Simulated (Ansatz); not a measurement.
Input (CCSDT(Q)/def2-QZVPP; Ansatz, a quantum-chemistry and plane-wave program): A basis named .json is the Basis Set Exchange file of that set.

Ansatz 0.2 input:
```yaml
crystal:
  periodic: [false, false, false]
  atoms:
    - {symbol: Sb, position_ang: [0.00020347, -0.00057521, 0.05360724]}
    - {symbol: H, position_ang: [-0.91134945, -1.07727245, -0.91954118]}
    - {symbol: H, position_ang: [-0.49094307, 1.33948235, -0.89520480]}
    - {symbol: H, position_ang: [1.39191538, -0.23287408, -0.91922302]}
basis:
  gaussian:
    orbitals: def2-QZVPP.json
magnetization: {spin_polarized: false}
correlation: {method: ccsdt_q, electrons: outside_noble_gas}
```

Output:

```
Functional definition: HF
integrals: 0.84 GiB planned
2089 factors; integrals over basis functions are off by at most 1.8e-7 eV
mean field: 0.73 GiB planned
mean field evaluation 1: about -6556.9854 eV, gradient 8.3e0 eV
mean field evaluation 2: about -6556.9862 eV, gradient 8.3e0 eV
mean field evaluation 4: about -6557.4620 eV, gradient 8.3e-1 eV
mean field evaluation 8: about -6557.4645 eV, gradient 1.1e-3 eV
mean field evaluation 16: about -6557.4616 eV, gradient 8.3e-1 eV
mean field -6557.46452551 eV, -240.9823765034 hartree, gradient 2.7e-6 eV, S^2 0.000000; 0 other end points of the search recorded, 0 dependent functions left out
9 core orbitals not correlated
reference -6557.46452551 eV, -240.9823765034 hartree; 4, 4 occupied and 159, 159 virtual orbitals, 2089 factors
second order -4.11169085 eV of doubles, -0.00000000 eV of singles
coupled cluster: 4.83 GiB planned
cycle   1  -4.59208063 eV  change   -4.8e-1 eV  update   7.0e-2
cycle   2  -4.95607740 eV  change   -3.6e-1 eV  update   3.1e-2
cycle   3  -5.00419272 eV  change   -4.8e-2 eV  update   1.3e-2
cycle   4  -4.99236367 eV  change    1.2e-2 eV  update   4.3e-3
cycle   5  -4.99543764 eV  change   -3.1e-3 eV  update   1.3e-3
cycle   6  -4.99543307 eV  change    4.6e-6 eV  update   4.5e-4
cycle   7  -4.99495191 eV  change    4.8e-4 eV  update   1.3e-4
cycle   8  -4.99507535 eV  change   -1.2e-4 eV  update   5.4e-5
cycle   9  -4.99511918 eV  change   -4.4e-5 eV  update   1.6e-5
cycle  10  -4.99509236 eV  change    2.7e-5 eV  update   5.4e-6
cycle  11  -4.99509521 eV  change   -2.8e-6 eV  update   1.6e-6
cycle  12  -4.99509525 eV  change   -4.6e-8 eV  update   4.5e-7
perturbative correction -0.00627562 eV, -0.0002306248 hartree
Total energy: -6562.46589638 eV, -241.1661734930 hartree
```
